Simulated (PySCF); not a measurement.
## Relaxation of singlet HTcO3

These are results of PBE0 in PySCF with Tc def2-TZVP with ECP28, O def2-TZVP, H def2-TZVP; scalar-relativistic core potentials, no spin–orbit coupling; density-fitted integrals, not measurements. A (50,194) grid was used.

A start displaced from a saddle point along its imaginary mode, of Cs symmetry, held to at least that symmetry:

```xyz
5
charge 0 multiplicity 1, angstrom
Tc   -0.1090   -0.0008    0.0000
O     1.1667    1.2152    0.0000
O    -1.7572   -0.0005    0.0000
O     1.1571   -1.2174    0.0000
H     1.7027    0.1200    0.0000
```

(1) What forces act on the atoms at the start (eV/Å)?

(2) What does it relax to?

(3) How much energy is released, and in how many steps?

## Answers

(1) 
```json
{"atom": "Tc1", "Fx": "0.01", "Fy": "-1.06", "Fz": "0.00"}
{"atom": "O2", "Fx": "0.99", "Fy": "-0.14", "Fz": "0.00"}
{"atom": "O3", "Fx": "-0.03", "Fy": "-0.11", "Fz": "0.00"}
{"atom": "O4", "Fx": "-1.05", "Fy": "-0.24", "Fz": "0.00"}
{"atom": "H5", "Fx": "0.08", "Fy": "1.55", "Fz": "0.00"}
```

(2) It ends at Cs with O–H 0.961 Å, Tc–O 1.656 Å, Tc–O 1.659 Å, Tc–O 1.833 Å; H–O–Tc 130.2°, O–Tc–O 116.5°, O–Tc–O 119.9°, O–Tc–O 123.6°. A frequency run shows a minimum. Other isomers or separated fragments may lie lower.

(3) 209.5 kJ/mol in 18 steps.

Stability towards spin polarisation was not tested.

The relaxation took about 7 core-minutes on a shared host.
